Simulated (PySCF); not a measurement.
# A thermochemical cycle for RbNa

CCSD(T) in PySCF with def2-SVPD on every atom (core potentials on Rb), for the lowest determinant that a PBE0 search found; no spin–orbit coupling. RbNa, a singlet (closed shell), has De = 0.55 eV to neutral atoms, and RbNa⁺, a doublet (σ ↑), has De = 0.47 eV to Rb⁺ + Na.

At the same level the Rb atom ionises at 4.08 eV.

Question: What is the adiabatic ionisation energy of the molecule, and does ionisation strengthen or weaken the bond?

Answer: IE = IE(Rb) + De(neutral) − De(ion) = 4.08 + 0.55 − 0.47 = 4.16 eV. De changes by -0.08 eV, so ionisation weakens the bond.

Correlated steps freeze 1 core orbital. Weak bonds: RbNa⁺. Basis-set superposition, not corrected here, can be much of De in a small basis, most of all at correlated wavefunction levels. Spin–orbit coupling is left out. For an ion De counts to the pair picked by the measured ionisation energies or electron affinities, which need not be the lowest pair at this level. Where the molecule has an RHF reference, its open-shell atoms are computed with UHF. States were picked by a PBE0 search and need not be the measured ground states.
